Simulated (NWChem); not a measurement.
Molecule: C4H7Cl; SMILES C[C@@H]1C[C@H]1Cl

Computed with NWChem. Pople sets run with spherical d functions. STO-3G and 3-21G are far too small for this property and stand as cheap habits. All runs use the structure optimised with PBE0/def2-SVP. Not confirmed as a minimum by frequencies. B3LYP is NWChem's, with the RPA form of VWN correlation. Field at 589 nm.

```json
[
 {"level": "B3LYP/STO-3G", "isotropic polarisability (bohr³)": "?", "anisotropy (bohr³)": "?"},
 {"level": "B3LYP/6-31G*", "isotropic polarisability (bohr³)": "50.5", "anisotropy (bohr³)": "19.3"},
 {"level": "B3LYP/def2-SVP", "isotropic polarisability (bohr³)": "51.4", "anisotropy (bohr³)": "17.4"}
]
```

Problem. Fill in the missing entries.

Solution. 
- B3LYP/STO-3G, isotropic polarisability (bohr³): 25.3
- B3LYP/STO-3G, anisotropy (bohr³): 12.9
